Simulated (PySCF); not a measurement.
A GIAO shielding run with PySCF 2.14 (density fitting, non-relativistic, gas phase) on SMILES C=C(C)CCO[Si@H](N)[SiH3], C₅H₁₅NOSi₂:

```
$ OMP_NUM_THREADS=1 python probes_run.py task.json out

{"job": {"kind": "nmr", "xc": "PBE0", "basis": "pcSseg-1"}, "charge": 0, "multiplicity": 1}
C      2.450642     0.722341     0.280712
C      1.772878    -0.392797     0.060089
C      1.502669    -0.919586    -1.314326
C      1.190928    -1.197203     1.192527
C     -0.182649    -0.650971     1.606629
O     -1.113809    -0.825682     0.585137
Si    -2.152661     0.240700    -0.091675
N     -2.870161    -0.561536    -1.435276
Si    -1.118755     2.167274    -0.799033
H      2.639594     1.084555     1.277564
H      2.844385     1.318777    -0.524120
H      1.833696    -0.219383    -2.076856
H      2.024240    -1.866790    -1.457051
H      0.437288    -1.107135    -1.434853
H      1.070573    -2.238943     0.891223
H      1.844273    -1.154809     2.065565
H     -0.540703    -1.191368     2.492700
H     -0.088004     0.410443     1.866441
H     -3.266003     0.427437     0.853499
H     -2.421482    -0.528612    -2.335099
H     -3.275030    -1.472854    -1.294084
H     -0.011463     2.582011     0.074184
H     -0.538634     2.088794    -2.147485
H     -2.043547     3.305101    -0.826888
```

Hardware: 1 thread of an Arm Neoverse V1, shared host. The job also computes population analyses, field gradients.

Q: How large is the calculation?

A: 88 electrons, 242 basis functions and 1296 auxiliary functions.

Q: How long does it take, and how much memory does it need?

A: 82 s of wall time, with 14 SCF cycles and 5 response iterations; peak memory 1.1 GiB. Times on a shared host scatter by some tens of per cent.
